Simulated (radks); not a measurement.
Values are calculated unless marked as measured or tabulated.
Question: The thulium ion Tm2+, configuration [Xe] 4f12 6p1 (not the ground configuration). Level of theory: Dirac Kohn-Sham, PBE, spin-unpolarised, spherical densities, point nucleus; open shells fill j = l - 1/2 first (a radial shooting solver on a logarithmic mesh with Libxc functionals).

Spin-orbit splittings of the eigenvalues, e(l+1/2) - e(l-1/2), with zeta = 2 splitting/(2l+1) and mean radii in bohr:

shell  occ.  splitting (eV)  zeta (eV)  <r> j=l-1/2  <r> j=l+1/2
2p        6           980.2      653.5      0.07008      0.07747
3p        6           207.0      138.0       0.2103       0.2241
3d       10           45.22      18.09       0.1973       0.2016
4p        6           46.82      31.21       0.5057       0.5374
4d       10           8.538      3.415       0.5637       0.5749
4f       12           1.270     0.3630       0.7445       0.7581
5p        6           6.209      4.139        1.349        1.449
6p        1               ?          ?        3.696        3.896

Estimate the 6p splitting.

Answer: 0.7734 eV (zeta = 0.5156 eV).
